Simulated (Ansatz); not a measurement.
SnClF3. The state is a singlet with charge 0. Geometry PBE-D4/def2-SVP.

```
atom    x (Å)    y (Å)    z (Å)
 Sn1   0.0430  -0.0010   0.0046
 Cl2  -2.2640   0.0516  -0.2384
  F3   0.9323   0.5210  -1.6293
  F4   0.6596  -1.7733   0.4647
  F5   0.6291   1.2017   1.3984
```

In the def2 sets Sn takes a core potential; there is no spin–orbit coupling.

(1) Estimate the orbital energies around the gap (eV) in Ansatz with BLYP-D4/def2-TZVP, r2SCAN-D4/def2-TZVP, PBE0-D4/def2-SVP, PBE0-D4/def2-TZVP, r2SCAN0-D4/def2-TZVP.

Answers

(1) 
```tsv
orbital	BLYP-D4/def2-TZVP	r2SCAN-D4/def2-TZVP	PBE0-D4/def2-SVP	PBE0-D4/def2-TZVP	r2SCAN0-D4/def2-TZVP
HOMO−13	-27.14	-28.42	-30.29	-30.53	-31.31
HOMO−12	-21.19	-22.32	-23.87	-23.99	-24.60
HOMO−11	-14.03	-14.56	-15.87	-16.03	-16.32
HOMO−10	-11.36	-11.94	-13.13	-13.39	-13.73
HOMO−9	-11.36	-11.94	-13.13	-13.39	-13.73
HOMO−8	-11.11	-11.72	-12.90	-13.08	-13.42
HOMO−7	-10.06	-10.67	-11.96	-12.26	-12.65
HOMO−6	-10.06	-10.67	-11.96	-12.26	-12.65
HOMO−5	-9.94	-10.54	-11.79	-12.11	-12.50
HOMO−4	-9.94	-10.54	-11.79	-12.11	-12.50
HOMO−3	-9.85	-10.45	-11.70	-12.05	-12.45
HOMO−2	-9.84	-10.44	-11.54	-11.74	-12.07
HOMO−1	-8.91	-9.48	-10.43	-10.61	-10.89
HOMO	-8.91	-9.48	-10.43	-10.61	-10.89
LUMO	-4.93	-4.80	-3.87	-4.05	-3.95
LUMO+1	-1.01	-0.71	0.06	-0.23	-0.01
LUMO+2	-1.01	-0.71	0.06	-0.23	-0.01
LUMO+3	-0.51	-0.11	0.62	0.33	0.60
LUMO+4	1.82	2.37	3.54	2.55	2.89
LUMO+5	2.39	3.10	5.81	3.08	3.51
```
